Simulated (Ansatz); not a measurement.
A calculation with Ansatz (development build ahead of 0.2.0).

```yaml
crystal:
  periodic: [false, false, false]
  atoms:
    - { symbol: Cu, position_ang: [0.0, 0.0, 0.0] }
    - { symbol: F, position_ang: [1.93, 0.0, 0.0] }
    - { symbol: F, position_ang: [0.0, 1.93, 0.0] }
    - { symbol: F, position_ang: [-1.93, 0.0, 0.0] }
    - { symbol: F, position_ang: [0.0, -1.93, 0.0] }
basis:
  gaussian: { orbitals: def2-SVP }
total_charge: -2
magnetization:
  spin_polarized: true
  initial_magnetization: 1
hamiltonian:
  xc: hf
output:
  forces: true
```

The input is written out in the form of the current development build from the run's settings.

Results

```yaml
Converged: yes
Total_energy: -2036.13248 hartree
Spin_squared_of_the_determinant: 0.753
Stability_test: minimum
```

Forces (eV/Å):
| atom | Fx | Fy | Fz |
| --- | --- | --- | --- |
| Cu1 | 0.000 | 0.000 | 0.000 |
| F2 | -0.030 | 0.000 | 0.000 |
| F3 | 0.000 | -0.030 | 0.000 |
| F4 | 0.030 | 0.000 | 0.000 |
| F5 | 0.000 | 0.030 | 0.000 |

Caution: no diffuse functions for an anion; other spin multiplicities were not run.
